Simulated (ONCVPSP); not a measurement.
PBE ONCV dataset for Os, fully relativistic all-electron reference.

```json
{
 "Element": "osmium (Os)",
 "Generator": "ONCVPSP 4.0.1",
 "Type": "optimised norm-conserving Vanderbilt (ONCV)",
 "Functional": "PBE",
 "Relativity": "fully relativistic",
 "Frozen core": "[Kr] 4d10 4f14",
 "Valence charge": "16",
 "Reference configuration": "5s2 5p6 5d6 6s1.75 (charge +0.25)",
 "Partial waves": "5s+6s: rc 1.65 bohr, ncon 3, nbas 6, qcut 8.5 1/bohr, 2 projectors; 5p: rc 1.55 bohr, ncon 4, nbas 7, qcut 7.4 1/bohr, 1 projector; 5d: rc 1.90 bohr, ncon 5, nbas 9, qcut 9.5 1/bohr, 2 projectors, debl 3.7 Ha",
 "Local potential": "polynomial inside 1.20 bohr (lpopt 5, dvloc0 0 Ha)",
 "Core correction": "Teter function, fcfact 3.25, rcfact 1.3"
}
```

Open shells are filled in proportion to 2j + 1.

All-electron outer shells of the reference configuration (PBE, scalar-relativistic, ld1.x):

| shell | level (eV) | outermost node (bohr) | outermost maximum (bohr) |
| --- | --- | --- | --- |
| 5s | -93.45 | 0.51 | 0.91 |
| 4f | -53.87 | – | 0.40 |
| 5p | -52.75 | 0.55 | 1.03 |
| 5d | -8.13 | 0.60 | 1.36 |
| 6s | -7.82 | 1.20 | 2.45 |

Task: Does the generator finish with these settings?

Result: Yes, a potential is produced and its reference levels are reproduced.

Task: Estimate the cutoffs (Ha) at which the residual kinetic energy of the hardest occupied pseudo-wave falls to 1 and 0.1 mHa per electron.

Result: 24 Ha and 28 Ha.

Task: Does the potential have ghost states?

Result: No bound ghost flagged; GHOST(+) flagged for s at 158.7 eV.

Task: Tests: 5s2 5p6 5d6 6s2; 5s2 5p6 5d6 6s1; 5s2 5p6 5d6 6s0; 5s2 5p6 5d7 6s1. Which has the largest error in its energy relative to the reference configuration, and how large is it?

Result: 5s2 5p6 5d7 6s1, with -2.2 meV (all-electron minus pseudo) on -1.44 eV.
